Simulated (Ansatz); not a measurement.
CH7GaSn, SMILES `[CH3][GaH][SnH3]` from Hartree–Fock to CCSD(T)

```tsv
atom	x (Å)	y (Å)	z (Å)
C1	0.420	-1.950	0.322
Ga2	0.821	-0.027	0.458
Sn3	-0.822	1.783	-0.500
H4	0.856	-2.511	1.151
H5	-0.652	-2.145	0.273
H6	0.869	-2.329	-0.603
H7	2.170	0.453	1.119
H8	-1.228	2.972	0.665
H9	-0.133	2.628	-1.822
H10	-2.301	1.125	-1.061
```

Charge 0, multiplicity 1. Correlated methods include outer-core shells of Ga, Sn, which these sets cover unevenly. Scalar relativity is left out up to krypton. Sn takes the def2 core potential. The geometry is a stationary point of PBE0-D4/def2-TZVP. Frozen core, restricted reference, Ansatz.

| basis | HF (Eh) | MP2 corr. | CCSD corr. | (T) | CCSD(T) total |
| --- | --- | --- | --- | --- | --- |
| def2-SVP | ? | ? | -0.52139 | -0.01578 | ? |
| def2-TZVPP | ? | -0.75239 | -0.77881 | -0.02603 | ? |
| def2-QZVPP | -2178.58271 | ? | – | – | – |

Problem. Fill in the withheld values. (Estimate.)

Solution. The calculation gave: def2-SVP HF (Eh): -2178.23571; def2-SVP MP2 corr.: -0.48283; def2-SVP CCSD(T) total: -2178.77288; def2-TZVPP HF (Eh): -2178.53880; def2-TZVPP CCSD(T) total: -2179.34364; def2-QZVPP MP2 corr.: -1.22370.
